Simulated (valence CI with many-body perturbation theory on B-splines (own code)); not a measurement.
**Level structure of Ge²⁵⁺**

Computed by relativistic CI+MBPT: five valence electrons over a frozen Dirac-Fock core [He], a basis of 11 s, 11 p, 10 d, 8 f, 5 g, 2 h functions for each j, with the one-electron correlation potential Σ1 (screened to all orders), the two-electron term Σ2, the three-electron term Σ3, Breit, model QED; selected single and double excitations, second order for the rest, scaled by the run's own slope (own B-spline code, finite nucleus).

No measured levels were compared; by estimate levels of excited configurations hold to 0.05 to 0.15 % of their energy, terms of the ground configuration to about 0.5 %. Among the levels kept, up to 5600 cm⁻¹ of a level comes from second order outside the variational space, and about a tenth of that is noise between levels of different J, which matters for small intervals.

Levels 46 to 90 of 209, with energies above the lowest level, 2s2 2p3 4S°_3/2. "Leading %" is the weight of the configuration and term that name the level; weights of strongly mixed levels are sums over their largest components and can fall short, so below about 35 % the name and the second component can differ from the true leading terms, or belong to a minority configuration. In the jj column 3d3/2^4 stands for four electrons in 3d with j = 3/2. Lifetimes count E1, E2, E3, M1 and M2 decay at the calculated energies, and are blank where another channel may lead or the interval is too uncertain; long ones can be off by a factor of two.

```
No.  Configuration  Term    J  E (× 10³ cm⁻¹)  Leading %  Lifetime                     Leading jj
 46     2s2 2p2 3p   2D°  5/2           12513         63   9.20 ps      2s^2 2p3/2^2 3p1/2 (85 %)
 47     2s2 2p2 3p   2F°  7/2           12518         62   15.9 ps      2s^2 2p3/2^2 3p3/2 (89 %)
 48     2s2 2p2 3p   2P°  1/2           12526         77   3.37 ps      2s^2 2p3/2^2 3p3/2 (75 %)
 49     2s2 2p2 3d    2F  7/2           12552         40   8.80 ps  2s^2 2p1/2 2p3/2 3d3/2 (68 %)
 50     2s2 2p2 3d    4D  3/2           12553         45   53.2 fs  2s^2 2p1/2 2p3/2 3d5/2 (85 %)
 51     2s2 2p2 3d    2F  5/2           12553         45   33.5 fs  2s^2 2p1/2 2p3/2 3d5/2 (87 %)
 52     2s2 2p2 3d    4F  9/2           12573         64    251 ps  2s^2 2p1/2 2p3/2 3d5/2 (89 %)
 53      2s 2p3 3s   4S°  3/2           12582         69    159 fs     2s 2p1/2^2 2p3/2 3s (52 %)
 54     2s2 2p2 3d    4D  5/2           12608         39   26.3 fs  2s^2 2p1/2 2p3/2 3d3/2 (46 %)
 55     2s2 2p2 3d    4P  3/2           12622         54   18.8 fs  2s^2 2p1/2 2p3/2 3d3/2 (77 %)
 56     2s2 2p2 3d    4P  1/2           12634         63   18.6 fs  2s^2 2p1/2 2p3/2 3d3/2 (77 %)
 57     2s2 2p2 3p   2P°  3/2           12656         67   1.32 ps      2s^2 2p3/2^2 3p3/2 (88 %)
 58     2s2 2p2 3d    2F  7/2           12664         41   26.1 fs  2s^2 2p1/2 2p3/2 3d5/2 (67 %)
 59     2s2 2p2 3d    2P  1/2           12664         80   26.1 fs  2s^2 2p1/2 2p3/2 3d5/2 (69 %)
 60     2s2 2p2 3d    2D  5/2           12666         62   15.3 fs  2s^2 2p1/2 2p3/2 3d5/2 (55 %)
 61     2s2 2p2 3p   2P°  1/2           12667         89   6.18 ps      2s^2 2p3/2^2 3p1/2 (89 %)
 62     2s2 2p2 3d    2D  3/2           12674         78   28.7 fs  2s^2 2p1/2 2p3/2 3d5/2 (86 %)
 63     2s2 2p2 3p   2P°  3/2           12720         71   4.75 ps      2s^2 2p3/2^2 3p3/2 (91 %)
 64      2s 2p3 3p    6P  3/2           12737         81   1.78 ps  2s 2p1/2^2 2p3/2 3p1/2 (53 %)
 65      2s 2p3 3p    6P  5/2           12748         70    477 fs  2s 2p1/2^2 2p3/2 3p1/2 (47 %)
 66      2s 2p3 3p    6P  7/2           12804         84   2.93 ps  2s 2p1/2^2 2p3/2 3p3/2 (53 %)
 67      2s 2p3 3s   4D°  1/2           12810         72    219 fs     2s 2p1/2^2 2p3/2 3s (70 %)
 68      2s 2p3 3s   4D°  3/2           12819         60    266 fs     2s 2p1/2^2 2p3/2 3s (59 %)
 69     2s2 2p2 3d    2F  7/2           12835         53    563 fs      2s^2 2p3/2^2 3d5/2 (90 %)
 70      2s 2p3 3s   4D°  5/2           12840         65    253 fs     2s 2p1/2 2p3/2^2 3s (66 %)
 71     2s2 2p2 3d    2G  9/2           12855         64    237 ps      2s^2 2p3/2^2 3d5/2 (89 %)
 72     2s2 2p2 3d    2D  3/2           12867         31   28.4 fs      2s^2 2p3/2^2 3d3/2 (49 %)
 73     2s2 2p2 3d    2D  5/2           12872         41   22.7 fs      2s^2 2p3/2^2 3d3/2 (71 %)
 74      2s 2p3 3p    4P  3/2           12873         40   58.8 fs      2s^2 2p3/2^2 3d3/2 (38 %)
 75     2s2 2p2 3d    2P  1/2           12874         77   38.5 fs      2s^2 2p3/2^2 3d5/2 (39 %)
 76      2s 2p3 3p    4P  5/2           12886         67   77.1 fs  2s 2p1/2^2 2p3/2 3p3/2 (38 %)
 77      2s 2p3 3p    4P  1/2           12900         83   94.0 fs  2s 2p1/2^2 2p3/2 3p3/2 (49 %)
 78     2s2 2p2 3d    2F  7/2           12901         55   18.3 fs      2s^2 2p3/2^2 3d3/2 (88 %)
 79      2s 2p3 3s   2D°  3/2           12916         59    198 fs     2s 2p1/2 2p3/2^2 3s (57 %)
 80      2s 2p3 3s   4D°  7/2           12916         98    220 fs     2s 2p1/2 2p3/2^2 3s (98 %)
 81     2s2 2p2 3d    2S  1/2           12936         64   23.6 fs      2s^2 2p3/2^2 3d3/2 (46 %)
 82     2s2 2p2 3d    2P  3/2           12954         68   20.8 fs      2s^2 2p3/2^2 3d5/2 (81 %)
 83     2s2 2p2 3d    2D  5/2           12964         62   22.2 fs      2s^2 2p3/2^2 3d5/2 (81 %)
 84      2s 2p3 3s   2D°  5/2           12991         78    167 fs     2s 2p1/2 2p3/2^2 3s (93 %)
 85     2s2 2p2 3d    2D  5/2           13062         74   25.1 fs      2s^2 2p3/2^2 3d5/2 (87 %)
 86     2s2 2p2 3d    2D  3/2           13067         73   22.3 fs      2s^2 2p3/2^2 3d3/2 (70 %)
 87      2s 2p3 3p    4D  1/2           13071         58    224 fs  2s 2p1/2^2 2p3/2 3p1/2 (67 %)
 88      2s 2p3 3s   4P°  1/2           13072         88    245 fs     2s 2p1/2 2p3/2^2 3s (94 %)
 89      2s 2p3 3p    4F  3/2           13090         45    145 fs  2s 2p1/2^2 2p3/2 3p1/2 (61 %)
 90      2s 2p3 3p    4D  3/2           13104         43    223 fs  2s 2p1/2 2p3/2^2 3p1/2 (63 %)
```

Names give the largest LS component (configuration and term), which can be under half, so a name can repeat, a term be missing and a line seem to break the LS rules; names also repeat where a configuration has a term twice.

Where two levels of one J and parity lie close, their mixing, g and order are uncertain.
